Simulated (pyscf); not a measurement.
•H₂C–C(=CH₂)–F, doublet

Gas-phase minimum from PySCF at ωB97X-D3(BJ)/def2-SVP, one conformer. Other isomers of •H₂C–C(=CH₂)–F were not searched in full and may lie lower. 

```
C
F 1 1.3479
C 1 1.3839 2 116.64
C 1 1.3840 2 116.71 3 180.00
H 3 1.0908 1 119.97 2 179.98
H 4 1.0909 1 119.94 2 -179.98
H 3 1.0916 5 119.76 1 -179.99
H 4 1.0916 6 119.73 1 179.99
```
Charge 0, spin multiplicity 2.

Properties at ωB97X-D3(BJ)/def2-SVP:

- Harmonic wavenumbers, unscaled: 411, 484, 500, 557, 630, 743, 772, 939, 946, 1012, 1292, 1381, 1468, 1532, 3199, 3205, 3320, 3322 cm⁻¹
- Zero-point energy: 36.8 kcal/mol
- Rotational symmetry number: 2
- Entropy of this conformer at 298 K and 1 atm, rigid rotor and harmonic oscillator, modes under 100 cm⁻¹ raised to 100: 276.7 J/(mol K)
- Dipole moment: 1.45 D
- Spin expectation value S2: 0.796

Single-point totals, which compare only within one level (frozen core for MP2 and CC):

| level | total energy (hartree) |
|---|---|
| ωB97X-D3(BJ)/def2-TZVP | -216.64679 |
| PBE/def2-TZVP | -216.33410 |
| r²SCAN/def2-TZVP | -216.47717 |
| B3LYP-D3(BJ)/def2-TZVP | -216.60107 |
| PBE0-D3(BJ)/def2-TZVP | -216.35015 |
| M06-2X/def2-TZVP | -216.48975 |
| ωB97M-D3(BJ)/def2-TZVP | -216.63212 |
| UHF/def2-TZVPP | -215.41166 |
| MP2/def2-TZVPP | -216.10443 |
| CCSD/def2-TZVPP | -216.14389 |
| CCSD(T)/def2-TZVPP | -216.17239 |

The CCSD(T) − MP2 part came from Ansatz, without density fitting, on the same reference. A UHF reference is spin-contaminated (<S²> up to 0.96), which harms MP2 most.
